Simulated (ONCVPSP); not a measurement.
# Scattering properties, ONCV potential for C (Z = 6)

* Element: carbon (C)
* Generator: ONCVPSP 4.0.1
* Type: optimised norm-conserving Vanderbilt (ONCV)
* Functional: LDA (Perdew-Wang 92)
* Relativity: scalar-relativistic
* Frozen core: [He]
* Valence charge: 4
* Reference configuration: 2s2 2p1.75 (charge +0.25)
* Partial waves: 2s: rc 1.10 bohr, ncon 4, nbas 8, qcut 4.9 1/bohr, local; 2p: rc 1.95 bohr, ncon 3, nbas 7, qcut 8.5 1/bohr, 3 projectors, debl 2.2 Ha
* Local potential: the s channel
* Core correction: none

The phase is arctan(r·R′/R) of the radial function R(r), unwrapped; energies in Ha, scanned from -2 to 5 Ha. A pole is an energy at which the radial function vanishes at the test radius. The pseudo phase is shifted by a multiple of π to meet the all-electron one at the reference energy, and phase errors are pseudo minus all-electron; the curves can meet again beyond the range given. Levels narrower than the energy grid can be missing from the lists of poles.

Question: For each channel, where are the poles, and over which energies does the pseudopotential scatter like the atom?

Answer:

```json
{"channel": "s", "radius (bohr)": "1.12", "reference energy (Ha)": "-0.60", "poles, all-electron": "4.30", "poles, pseudo": "3.65", "unbroken range about the reference energy with phases within 0.05 rad": "below 3.9", "phase error 1 Ha above the reference energy (rad)": "-0.005"}
{"channel": "p", "radius (bohr)": "1.98", "reference energy (Ha)": "-0.29", "poles, all-electron": "0.22, 4.27", "poles, pseudo": "0.22, 4.27", "unbroken range about the reference energy with phases within 0.05 rad": "the whole range", "phase error 1 Ha above the reference energy (rad)": "+0.000"}
```

Phases in the p channel:

| E (Ha) | all-electron | pseudo |
| --- | --- | --- |
| -1.98 | 1.183 | 1.183 |
| -1.62 | 1.104 | 1.104 |
| -1.26 | 0.958 | 0.958 |
| -0.90 | 0.599 | 0.599 |
| -0.54 | -0.426 | -0.425 |
| -0.18 | -1.250 | -1.250 |
| 0.18 | -1.550 | -1.550 |
| 0.54 | -1.732 | -1.732 |
| 0.90 | -1.929 | -1.929 |
| 1.26 | -2.293 | -2.293 |
| 1.62 | -3.184 | -3.184 |
| 1.98 | -4.017 | -4.017 |
| 2.34 | -4.333 | -4.333 |
| 2.70 | -4.477 | -4.477 |
| 3.06 | -4.561 | -4.561 |
| 3.42 | -4.618 | -4.618 |
| 3.78 | -4.662 | -4.662 |
| 4.14 | -4.699 | -4.699 |
| 4.50 | -4.734 | -4.734 |
| 4.86 | -4.769 | -4.769 |
